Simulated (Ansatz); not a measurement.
Coupled-cluster run, C₂H₆B₂, SMILES `BC(B)=C`.

```yaml
crystal:
  periodic: [false, false, false]
  atoms:
    - {symbol: B, position_ang: [-1.154679, 0.579363, -0.822370]}
    - {symbol: C, position_ang: [0.016177, 0.005638, 0.011718]}
    - {symbol: B, position_ang: [0.522434, -1.455146, -0.063000]}
    - {symbol: C, position_ang: [0.643906, 0.842911, 0.868581]}
    - {symbol: H, position_ang: [-1.754664, -0.098762, -1.604568]}
    - {symbol: H, position_ang: [-1.470996, 1.728963, -0.685092]}
    - {symbol: H, position_ang: [1.439619, -1.799401, 0.630355]}
    - {symbol: H, position_ang: [0.018896, -2.253230, -0.798650]}
    - {symbol: H, position_ang: [1.476722, 0.513816, 1.488431]}
    - {symbol: H, position_ang: [0.345587, 1.884650, 0.977594]}
basis:
  gaussian: {orbitals: def2-SVP}
correlation: {method: ccsd_t}
```

```sh
$ ansatz run in.yaml --threads 2 --pin off --events-out ev --progress --plain --max-ram 4352MiB
```

Output of Ansatz, abridged:

```
Functional definition: HF
890 factors; integrals over basis functions are off by at most 1.3e-3 eV
mean field evaluation 1: about -3493.1926 eV, gradient 2.5e1 eV
mean field evaluation 2: about -3493.1958 eV, gradient 2.5e1 eV
mean field evaluation 4: about -3495.2305 eV, gradient 3.4e0 eV
mean field evaluation 8: about -3495.2653 eV, gradient 1.1e-4 eV
mean field -3495.26533184 eV, -128.4486317692 hartree, gradient 2.2e-6 eV, S^2 0.000000; 0 other end points of the search recorded, 0 dependent functions left out
4 core orbitals not correlated: weight in the atoms' cores, before any rotation towards them, 1.000 or more for the frozen orbitals, at most 0.000 for the correlated occupied ones
reference -3495.26533184 eV, -128.4486317692 hartree; 10, 10 occupied and 72, 72 virtual orbitals, 890 factors
second order -11.54265252 eV of doubles, -0.00000000 eV of singles
cycle   1  -12.47214578 eV  change   -9.3e-1 eV  update   8.2e-2
cycle   2  -12.89058256 eV  change   -4.2e-1 eV  update   2.5e-2
cycle   3  -12.94785369 eV  change   -5.7e-2 eV  update   9.3e-3
cycle   4  -12.94688964 eV  change    9.6e-4 eV  update   3.0e-3
cycle   5  -12.94719151 eV  change   -3.0e-4 eV  update   1.1e-3
cycle   6  -12.94730970 eV  change   -1.2e-4 eV  update   4.1e-4
cycle   7  -12.94739139 eV  change   -8.2e-5 eV  update   1.2e-4
cycle   8  -12.94741688 eV  change   -2.5e-5 eV  update   4.4e-5
cycle   9  -12.94740525 eV  change    1.2e-5 eV  update   1.2e-5
perturbative correction -0.44261739 eV, -0.0162658890 hartree
Total energy: -3508.65535448 eV, -128.9407060252 hartree
```

Hardware: 2 threads of an AMD EPYC 9B14 on a shared host. Wall time 2 s, peak host memory 0.31 GiB.

MP2 recovers 86.2 % of the CCSD(T) correlation energy and the triples give 3.3 %; T1 = 0.0103.
